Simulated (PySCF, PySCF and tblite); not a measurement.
A run on one conformer of C6H7F3O2S, numbered as in [O:1]=[S:2]1(=[O:3])[CH:4]=[CH:5][C@@H:6]([CH2:7][C:8]([F:9])([F:10])[F:11])[CH2:12]1, from an ensemble study. The sound level was B3LYP/pcSseg-1 (IEF-PCM, tetrahydrofuran) on GFN2-xTB geometries.

Input:

```
{"job": {"xc": "B3LYP", "basis": "pcSseg-1", "solvent": "tetrahydrofuran", "scf": {"conv": 0.001, "max_cycle": 54}, "kind": "nmr", "pop": false}, "charge": 0, "multiplicity": 1}
O      1.492346     0.415114    -2.035540
S      2.027578    -0.159353    -0.830963
O      3.387440    -0.609783    -0.850051
C      1.680086     0.933973     0.551390
C      0.558402     0.556152     1.125078
C     -0.160394    -0.625894     0.510087
C     -1.200661    -0.126162    -0.511001
C     -2.225851     0.806978     0.102162
F     -1.734433     2.017854     0.399189
F     -2.738960     0.320771     1.246889
F     -3.263083     1.008905    -0.720506
C      0.888115    -1.452794    -0.215470
H      2.318807     1.756391     0.799234
H      0.106482     1.051807     1.970501
H     -0.668028    -1.204451     1.288373
H     -1.750273    -0.971932    -0.929606
H     -0.689773     0.403909    -1.319473
H      1.462208    -2.081006     0.458242
H      0.500189    -2.031227    -1.045998
```

Command: OMP_NUM_THREADS=1 python ens_run.py task.json out

Output:

```
final grid: 173832 points
cycle   1  E = -1080.5159065558  dE =  2.714e+00  |g| = 1.495e+00  |ddm| = 4.250e+00
cycle   2  E = -1079.6792889192  dE =  8.366e-01  |g| = 2.649e+00  |ddm| = 3.064e+00
cycle   3  E = -1080.8767247925  dE = -1.197e+00  |g| = 2.860e-01  |ddm| = 2.278e+00
cycle   4  E = -1080.8929685375  dE = -1.624e-02  |g| = 1.072e-01  |ddm| = 3.160e-01
cycle   5  E = -1080.8949806708  dE = -2.012e-03  |g| = 2.751e-02  |ddm| = 7.534e-02
cycle   6  E = -1080.8951192121  dE = -1.385e-04  |g| = 5.522e-03  |ddm| = 2.144e-02
converged SCF energy = -1080.8951192121

GIAO shielding tensors (ppm)
atom      isotropic    diamagn.    paramagn.     s11        s22        s33       span
  0 O      102.088     404.731    -302.643     38.413     76.868    190.984    152.571
  1 S      137.183    1050.629    -913.446     41.280    135.869    234.400    193.120
  2 O      117.367     395.261    -277.894     57.399    105.614    189.088    131.689
  3 C       38.719     261.532    -222.813    -64.381     62.190    118.347    182.728
  4 C       28.440     257.168    -228.729    -95.384     25.056    155.648    251.032
  5 C      144.797     250.787    -105.989    133.820    147.584    152.988     19.167
  6 C      137.545     252.850    -115.305    118.029    136.262    158.344     40.315
  7 C       43.450     244.518    -201.068     39.161     39.975     51.215     12.054
  8 F      246.185     477.838    -231.654    157.976    251.695    328.883    170.907
  9 F      256.864     476.270    -219.406    160.477    268.776    341.339    180.862
 10 F      246.865     470.538    -223.673    157.948    242.247    340.400    182.453
 11 C      116.218     254.810    -138.592     94.543    102.912    151.199     56.656
 12 H       24.848      30.943      -6.095     23.724     24.537     26.283      2.559
 13 H       24.549      32.843      -8.295     22.483     23.460     27.703      5.219
 14 H       28.427      32.708      -4.281     23.717     27.794     33.769     10.052
 15 H       29.247      31.034      -1.787     24.473     29.525     33.744      9.271
 16 H       28.382      32.621      -4.239     22.335     29.058     33.755     11.420
 17 H       28.568      30.683      -2.115     24.206     27.814     33.683      9.477
 18 H       28.904      31.071      -2.167     25.953     28.459     32.299      6.346
```

**Question.** What is wrong with this calculation, and what did it do to the result?

**Answer.** The setting at fault: SCF threshold far too loose. Its loose threshold was met, which isn't self-consistency. Shieldings averaged over the conformers (ppm), as run and sound:
```json
{"atoms": "O1", "as run": "101.1", "sound": "102.8"}
{"atoms": "S2", "as run": "125.8", "sound": "128.4"}
{"atoms": "O3", "as run": "103.9", "sound": "105.8"}
{"atoms": "C4", "as run": "37.4", "sound": "37.6"}
{"atoms": "C5", "as run": "31.4", "sound": "31.2"}
{"atoms": "C6", "as run": "143.5", "sound": "143.4"}
{"atoms": "C7", "as run": "137.0", "sound": "137.7"}
{"atoms": "C8", "as run": "43.6", "sound": "43.6"}
{"atoms": "F9/F10/F11", "as run": "252.8", "sound": "252.4"}
{"atoms": "C12", "as run": "116.9", "sound": "117.4"}
{"atoms": "H4", "as run": "24.8", "sound": "24.9"}
{"atoms": "H5", "as run": "25.1", "sound": "25.0"}
{"atoms": "H6", "as run": "28.3", "sound": "28.3"}
{"atoms": "H7b", "as run": "29.6", "sound": "29.5"}
{"atoms": "H7a", "as run": "29.1", "sound": "29.2"}
{"atoms": "H12a", "as run": "28.3", "sound": "28.3"}
{"atoms": "H12b", "as run": "29.0", "sound": "29.0"}
```
